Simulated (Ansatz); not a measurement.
Ansatz (an electronic-structure program) input (CCSD(T)/STO-3G):

Ansatz 0.2 input:
```yaml
crystal:
  periodic: [false, false, false]
  atoms:
    - {symbol: C, position_ang: [-2.37130481, 0.24005937, -0.13574572]}
    - {symbol: C, position_ang: [-0.94002001, 0.37207793, 0.39622560]}
    - {symbol: C, position_ang: [0.11087895, -0.31149729, -0.48165021]}
    - {symbol: S, position_ang: [1.81930045, -0.15814887, 0.14644682]}
    - {symbol: H, position_ang: [-2.66405344, -0.81183204, -0.21758690]}
    - {symbol: H, position_ang: [-3.10164373, 0.73813505, 0.51175033]}
    - {symbol: H, position_ang: [-2.46062372, 0.67894364, -1.13488435]}
    - {symbol: H, position_ang: [-0.66952809, 1.42803663, 0.49390176]}
    - {symbol: H, position_ang: [-0.87125586, -0.05026678, 1.40352482]}
    - {symbol: H, position_ang: [0.03182523, 0.11439454, -1.49336930]}
    - {symbol: H, position_ang: [-0.17085234, -1.37086923, -0.57946342]}
basis:
  gaussian:
    orbitals: STO-3G
total_charge: -1
magnetization: {spin_polarized: false}
correlation: {method: ccsd_t, electrons: outside_noble_gas}
```

Output:

```
Functional definition: HF
integrals: 0.00 GiB planned
407 factors; integrals over basis functions are off by at most 3.2e-5 eV
mean field: 0.08 GiB planned
mean field evaluation 1: about -13853.4458 eV, gradient 3.0e1 eV
mean field evaluation 2: about -13853.6684 eV, gradient 3.0e1 eV
mean field evaluation 4: about -13857.8444 eV, gradient 2.4e0 eV
mean field evaluation 8: about -13857.8789 eV, gradient 3.5e-2 eV
mean field evaluation 16: about -13857.6572 eV, gradient 4.4e-1 eV
mean field -13857.87885849 eV, -509.2676548417 hartree, gradient 1.5e-6 eV, S^2 0.000000; 0 other end points of the search recorded, 0 dependent functions left out
8 core orbitals not correlated
reference -13857.87885849 eV, -509.2676548417 hartree; 13, 13 occupied and 10, 10 virtual orbitals, 407 factors
second order -4.58078303 eV of doubles, -0.00000000 eV of singles
coupled cluster: 0.05 GiB planned
cycle   1  -5.56862019 eV  change   -9.9e-1 eV  update   7.1e-2
cycle   2  -6.02606662 eV  change   -4.6e-1 eV  update   2.7e-2
cycle   3  -6.05683329 eV  change   -3.1e-2 eV  update   5.4e-3
cycle   4  -6.06189884 eV  change   -5.1e-3 eV  update   1.9e-3
cycle   5  -6.06171137 eV  change    1.9e-4 eV  update   5.4e-4
cycle   6  -6.06160943 eV  change    1.0e-4 eV  update   1.8e-4
cycle   7  -6.06156842 eV  change    4.1e-5 eV  update   6.3e-5
cycle   8  -6.06154953 eV  change    1.9e-5 eV  update   2.7e-5
perturbative correction -0.04078031 eV, -0.0014986488 hartree
Total energy: -13863.98118833 eV, -509.4919113272 hartree
```

It need not be the lowest isomer of its formula. Whether it binds its extra electron was not tested at this geometry.
